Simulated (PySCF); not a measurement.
Choosing a molecule for a target property.

All species are isolated and taken at one optimised geometry, non-relativistic unless stated; the electronic structure was computed with PySCF and density fitting.

The conformers computed, where there is a choice (atom-mapped SMILES and torsion angles):
- `[CH3:1][CH2:2][Si@H:3]([CH3:4])[C:5]#[C:6][GeH3:7]`: C1–C2–Si3–C4 178°
- `[CH3:1][CH2:2][CH2:3][GeH2:4][C:5]#[C:6][SiH3:7]`: C1–C2–C3–Ge4 -179°, C2–C3–Ge4–C5 60°
- `[BH3-:1][P@+:2]1([CH:3]=[CH2:4])[CH:5]=[CH:6][CH:7]=[C:8]1[CH3:9]`: B1–P2–C3–C4 1°

The conformers of `[SiH3]C[C@@H]1C=C[CH2][GeH2]1` aren't listed.

Question: Wanted: electronic spatial extent ⟨r²⟩ about the centre of nuclear charge between 2000 bohr² and 2500 bohr² (CAM-B3LYP/def2-SVPD) and smallest rotational constant below 1 GHz (PBE0-D3(BJ)/def2-SVP), at PBE0-D3(BJ)/def2-SVP geometries. Which candidate meets both?
A. `C[C@@H]1OC(=O)[C@@H](C)OC1=O`
B. `CC[Si@H](C)C#[C][GeH3]`
C. `[BH3-][P@+]1(C=C)C=CC=C1C`
D. `[SiH3]C#[C][GeH2][CH2]CC`

Answer: D. Computed values:
```
                     species  electronic spatial extent ⟨r²⟩ about the centre of nuclear charge  smallest rotational constant
C[C@@H]1OC(=O)[C@@H](C)OC1=O                                                         1338 bohr²                     0.902 GHz
   [BH3-][P@+]1(C=C)C=CC=C1C                                                         1385 bohr²                     1.042 GHz
    [SiH3]C#[C][GeH2][CH2]CC                                                         2372 bohr²                     0.464 GHz
      CC[Si@H](C)C#[C][GeH3]                                                         2602 bohr²                     0.401 GHz
```

Question: Wanted: vertical ionisation energy between 9.4 eV and 10 eV (ΔSCF CAM-B3LYP/def2-SVPD) and lowest triplet excitation (Tamm–Dancoff) above 3.5 eV (TDA CAM-B3LYP/def2-SVPD), at PBE0-D3(BJ)/def2-SVP geometries. Which candidate meets both?
A. `CC[Si@H](C)C#[C][GeH3]`
B. `[SiH3]C[C@@H]1C=C[CH2][GeH2]1`
C. `[BH3-][P@+]1(C=C)C=CC=C1C`
D. `C[C@@H]1OC(=O)[C@@H](C)OC1=O`

Answer: A. Computed values:
| species | vertical ionisation energy | lowest triplet excitation (Tamm–Dancoff) |
| --- | --- | --- |
| [BH3-][P@+]1(C=C)C=CC=C1C | 8.81 eV | 2.73 eV |
| [SiH3]C[C@@H]1C=C[CH2][GeH2]1 | 9.07 eV | 4.29 eV |
| CC[Si@H](C)C#[C][GeH3] | 9.65 eV | 4.66 eV |
| C[C@@H]1OC(=O)[C@@H](C)OC1=O | 10.66 eV | 5.09 eV |

Question: Wanted: static isotropic polarisability above 117 au (CAM-B3LYP/def2-SVPD) and HOMO energy above -8.36 eV (CAM-B3LYP/def2-SVPD), at PBE0-D3(BJ)/def2-SVP geometries. Which candidate meets both?
A. `[SiH3]C[C@@H]1C=C[CH2][GeH2]1`
B. `C[C@@H]1OC(=O)[C@@H](C)OC1=O`
C. `CC[Si@H](C)C#[C][GeH3]`
D. `[BH3-][P@+]1(C=C)C=CC=C1C`

Answer: D. Computed values:
| species | static isotropic polarisability | HOMO energy |
| --- | --- | --- |
| C[C@@H]1OC(=O)[C@@H](C)OC1=O | 81.0 au | -9.84 eV |
| [SiH3]C[C@@H]1C=C[CH2][GeH2]1 | 114.7 au | -8.42 eV |
| CC[Si@H](C)C#[C][GeH3] | 119.4 au | -9.03 eV |
| [BH3-][P@+]1(C=C)C=CC=C1C | 123.5 au | -8.29 eV |
